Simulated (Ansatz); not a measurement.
AlH6NO3 (`[NH3+][Al-]([OH])([OH])[OH]`). Charge 0, multiplicity 1. All single points use the PBE0-D4/def2-TZVP geometry. It is one conformer, not always the lowest.

```xyz
11

N    -1.256   -0.298    0.739
Al    0.445    0.106   -0.262
O     1.552    0.104    1.058
O     0.018    1.632   -0.937
O     0.472   -1.251   -1.323
H    -1.084   -0.275    1.738
H    -1.598   -1.218    0.484
H    -1.964    0.392    0.511
H     2.320   -0.464    1.046
H     0.565    2.400   -0.786
H     0.529   -1.128   -2.268
```

(1) What is the dipole moment at PBE/def2-TZVPP? (An estimate is asked.)

(2) And with r2SCAN, B3LYP, ωB97M-V? (Estimate.)

(3) Give the Mulliken charges with PBE, ωB97M-V, r2SCAN in def2-TZVPP. (Best estimate.)

Answers

(1) Ansatz gave: 3.25 D, with components (-2.74, -0.65, 1.61) D in this frame, pointing from negative to positive charge.

(2) Computed: r2SCAN 3.28 D, B3LYP 3.23 D, ωB97M-V 3.23 D.

(3) Ansatz gave: 
```tsv
atom	PBE	ωB97M-V	r2SCAN
N1	-0.18	-0.12	-0.15
Al2	0.40	0.53	0.56
O3	-0.44	-0.46	-0.50
O4	-0.44	-0.46	-0.50
O5	-0.44	-0.46	-0.50
H6	0.19	0.16	0.18
H7	0.19	0.16	0.18
H8	0.19	0.16	0.18
H9	0.18	0.17	0.19
H10	0.18	0.17	0.19
H11	0.18	0.17	0.19
```

B3LYP here is the variant with VWN-RPA as its local correlation; programs differ in this.
